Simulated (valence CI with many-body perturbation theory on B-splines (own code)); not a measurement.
Results of a calculation; reference values are marked as such.
## Tl LXVII: magnetic and hyperfine properties of the levels

Method: configuration interaction combined with many-body perturbation theory (CI+MBPT): five valence electrons over a frozen Dirac-Fock core [Ne], radial functions for each j: 9 s, 9 p, 8 d, 6 f, 3 g, 1 h, with the one-electron correlation potential Σ1, the two-electron term Σ2, the three-electron term Σ3, Breit, model QED; selected CI, second order for the rest (own B-spline code, finite nucleus).

No measured spectrum was set against this ion. As an estimate, large intervals hold to a few tenths of a per cent, small ones and those within an open d or f shell to about a per cent. Among the levels kept, up to 620 cm⁻¹ of a level comes from second order outside the variational space, and about a tenth of that is noise between levels of different J, which matters for small intervals.

A/g_I is the dipole constant over the nuclear g factor μ/I (μ in nuclear magnetons, uniformly magnetised nucleus), B/Q the quadrupole constant per barn. Both hold the static response of the core; the bare values leave it out. Large factors of s and p1/2 electrons are usually good to 5 to 10 %; those of open d and f shells near neutrality can be off by tens of per cent, and small factors of p3/2, d and f electrons come from cancelling terms and can be off by a factor of two or in sign, in half-filled shells by more. B is blank for J = 1/2, where it vanishes, and for nearly pure S terms. Energies count from the lowest level.

Levels are named by their leading jj configuration (3d3/2^4 stands for four electrons in 3d with j = 3/2), which in mixed levels can hold well under half, so a name can repeat and another be missing. Letters in brackets count levels of one name in rising energy.

```tsv
Level	E (eV)	g	A/g_I (MHz)	A/g_I bare	B/Q (MHz/b)	B/Q bare
(3s^2 3p1/2^2 3p3/2) J=3/2	0.0	1.332	288000	287000	579000	573000
(3s^2 3p1/2^2 3d3/2) J=3/2	258.1	0.776	156000	160000	100000	103000
(3s^2 3p1/2^2 3d5/2) J=5/2	397.2	1.189	63000	66700	91600	94500
(3s^2 3p1/2 3p3/2^2) J=3/2	534.5	1.451	-244000	-235000	32700	32300
(3s^2 3p1/2 3p3/2^2) J=5/2	547.4	1.183	830000	819000	-1290	-1260
(3s^2 3p1/2 3p3/2^2) J=1/2	564.8	0.643	2980000	2930000		
(3s 3p1/2^2 3p3/2^2) J=5/2	736.7	1.450	1890000	1860000	92400	91100
(3s 3p1/2^2 3p3/2^2) J=3/2	768.4	1.140	-1010000	-988000	-45600	-44900
(3s 3p1/2^2 3p3/2^2) J=1/2	772.1	1.995	7700000	7550000		
(3s^2 3p1/2 3p3/2 3d3/2) J=5/2 [a]	789.2	0.955	620000	614000	-52200	-49700
(3s^2 3p1/2 3p3/2 3d3/2) J=1/2 [a]	793.2	0.230	1090000	1080000		
(3s^2 3p1/2 3p3/2 3d3/2) J=3/2 [a]	793.9	0.901	625000	620000	-343000	-339000
(3s^2 3p1/2 3p3/2 3d3/2) J=7/2	802.9	1.010	615000	609000	656000	652000
(3s^2 3p1/2 3p3/2 3d3/2) J=5/2 [b]	836.8	1.144	51000	55700	611000	605000
(3s^2 3p1/2 3p3/2 3d3/2) J=1/2 [b]	849.5	1.657	2150000	2110000		
(3s^2 3p1/2 3p3/2 3d3/2) J=3/2 [b]	851.3	1.206	-211000	-201000	27600	25800
(3s^2 3p1/2 3p3/2 3d5/2) J=7/2 [a]	913.2	1.299	-166000	-158000	639000	635000
(3s^2 3p1/2 3p3/2 3d5/2) J=9/2	927.4	1.175	461000	457000	660000	656000
(3s^2 3p1/2 3p3/2 3d5/2) J=3/2 [a]	928.1	1.320	-490000	-476000	-220000	-217000
(3s^2 3p1/2 3p3/2 3d5/2) J=5/2 [a]	931.9	1.108	598000	592000	-420000	-414000
(3s^2 3p1/2 3p3/2 3d5/2) J=5/2 [b]	952.6	1.281	-158000	-151000	8460	10000
(3s^2 3p1/2 3p3/2 3d5/2) J=7/2 [b]	955.2	1.125	534000	529000	-25700	-22800
(3s^2 3p1/2 3p3/2 3d5/2) J=3/2 [b]	965.0	0.932	904000	892000	56800	57000
(3s^2 3p1/2 3p3/2 3d5/2) J=1/2	969.0	1.220	-937000	-914000		
(3s 3p1/2^2 3p3/2 3d3/2) J=5/2 [a]	990.6	1.245	1510000	1480000	181000	178000
(3s 3p1/2^2 3p3/2 3d3/2) J=3/2 [a]	992.8	1.233	721000	714000	14200	12000
(3s 3p1/2^2 3p3/2 3d3/2) J=1/2 [a]	995.7	2.317	4520000	4440000		
(3s 3p1/2^2 3p3/2 3d3/2) J=7/2	1003.0	1.224	1420000	1400000	640000	636000
(3s 3p1/2^2 3p3/2 3d3/2) J=3/2 [b]	1022.8	1.005	815000	805000	-294000	-290000
(3s 3p1/2^2 3p3/2 3d3/2) J=5/2 [b]	1033.4	0.859	-293000	-282000	309000	308000
(3s 3p1/2^2 3p3/2 3d3/2) J=1/2 [b]	1039.3	0.549	1540000	1510000		
(3s^2 3p1/2 3d3/2^2) J=5/2	1064.8	0.800	408000	407000	147000	147000
(3s^2 3p3/2^3) J=3/2	1101.5	1.305	298000	297000	-609000	-602000
(3s^2 3p1/2 3d3/2^2) J=1/2	1112.4	0.633	2950000	2900000		
(3s 3p1/2^2 3p3/2 3d5/2) J=9/2	1114.5	1.334	1100000	1090000	656000	652000
(3s^2 3p1/2 3d3/2^2) J=3/2	1116.5	0.799	-434000	-419000	-45100	-44300
(3s 3p1/2^2 3p3/2 3d5/2) J=5/2 [a]	1133.9	1.364	1650000	1620000	-316000	-312000
(3s 3p1/2^2 3p3/2 3d5/2) J=7/2 [a]	1141.7	1.264	737000	729000	299000	298000
(3s 3p1/2^2 3p3/2 3d5/2) J=3/2 [a]	1146.1	1.112	-940000	-915000	-314000	-310000
(3s 3p1/2^2 3p3/2 3d5/2) J=7/2 [b]	1160.1	1.175	-174000	-164000	314000	315000
```

Question: Take the isotope of mass number 203, with I = 1/2, μ = 1.616 μN. What is the hyperfine structure of (3s 3p1/2^2 3p3/2^2) J=3/2?

Answer: From the table A = -3280000 MHz. Shifts from the centre of gravity in MHz: F = 1: 4100000, F = 2: -2460000.
